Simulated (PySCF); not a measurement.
C7H11BF2O2.
InChI=1S/C7H11BF2O2/c9-8(10)6-1-3-7(4-2-6)12-5-11/h5-7H,1-4H2/t6-,7+

The closed-shell ground state was solved at several levels (PySCF, density fitting, gas phase, non-relativistic). Isolated species at its PBE0-D3(BJ)/def2-SVP geometry (one conformer only).

```
        level  basis functions  total energy (Eh)  HOMO (eV)  LUMO (eV)  gap (eV)  dipole (D)
PBE0/pcSseg-1              259          -647.7349      -8.29       0.08      8.37        1.44
 PBE/pcSseg-1              259          -647.7005      -6.58      -1.06      5.52        1.43
  B3LYP/pcJ-1              434          -648.5284      -8.01      -0.20      7.81        1.44
```

**Question.** Estimate the row for PBE0/def2-SVPD, a basis of 340 functions; the other rows only guide the guess.

**Answer.** Total energy -647.3572 Eh, HOMO -8.39 eV, LUMO -0.13 eV, gap 8.26 eV, dipole 1.54 D.

**Question.** Over all these levels, which gives the widest orbital gap and which the narrowest?

**Answer.** PBE0/pcSseg-1 (global hybrid, 25 % exact exchange) has the widest, 8.37 eV, and PBE/pcSseg-1 (GGA) the narrowest, 5.52 eV. The two share the basis. From the narrowest to the widest the HOMO moves by -1.71 eV and the LUMO by +1.14 eV.

**Question.** How far do the dipole and the HOMO energy spread over the levels?

**Answer.** The dipole runs from 1.43 to 1.54 D (mean 1.46 D) and the HOMO from -8.39 to -6.58 eV.
